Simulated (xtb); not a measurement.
C₄H₅FO, SMILES [C@@H]1(F)C(=O)CC1. All values are semi-empirical tight-binding results from xtb (GFN2-xTB unless named), good for trends rather than for accurate numbers. Geometry optimised at GFN2-xTB. The structure was generated by enumeration; whether it is a known compound was not checked.

Optimised geometry:

Bonded distances (Å): O1–C2 1.191, C2–C3 1.515, C2–C5 1.534, C3–C4 1.540, C3–H7 1.088, C3–H8 1.089, C4–C5 1.539, C4–H9 1.086, C4–H10 1.087, C5–F6 1.368, C5–H11 1.096. Bond angles (°): O1–C2–C3 134.7, O1–C2–C5 134.1, C3–C2–C5 91.1, C2–C3–C4 89.0, C2–C3–H7 114.4, C2–C3–H8 112.6, C4–C3–H7 116.7, C4–C3–H8 114.6, H7–C3–H8 108.5, C3–C4–C5 90.0, C3–C4–H9 116.5, C3–C4–H10 113.1, C5–C4–H9 115.4, C5–C4–H10 111.3, H9–C4–H10 109.5, C2–C5–C4 88.3, C2–C5–F6 117.1, C2–C5–H11 112.8, C4–C5–F6 116.3, C4–C5–H11 114.9, F6–C5–H11 106.9.

```
Property                                         Value
---------------------------------------  -------------
orbital gap                                    3.65 eV
dipole moment                                   4.09 D
zero-point energy                        51.3 kcal/mol
G − E(el) at 298.15 K (modified RRHO)    32.9 kcal/mol
static polarisability (D4 model)            48.6 bohr³
solvation energy, GFN2-xTB/ALPB(water)   -4.0 kcal/mol
solvation energy, GFN2-xTB/ALPB(ch2cl2)  -6.0 kcal/mol
```

Computed IR lines (harmonic; lines under 4 % of the strongest left out, lines within 3 cm⁻¹ merged):
ν (cm⁻¹): 560 (w), 754 (w), 987 (w), 1016 (w), 1048 (w), 1083 (w), 1120 (w), 1415 (w), 1874 (vs), 3038 (w) (against the strongest line: vs over 80 %, s over 45 %, m over 15 %, w over 4 %, vw less)

Computed atomic charges and the Wiberg bond orders between heavy atoms:
charges (e) O1 -0.30, C2 0.24, C3 -0.10, C4 -0.08, C5 0.11, F6 -0.23, H7 0.08, H8 0.08, H9 0.05, H10 0.07, H11 0.07. Bond orders O1–C2 1.93, C2–C3 0.98, C3–C4 1.00, C2–C5 0.94, C4–C5 0.98, C5–F6 0.94.
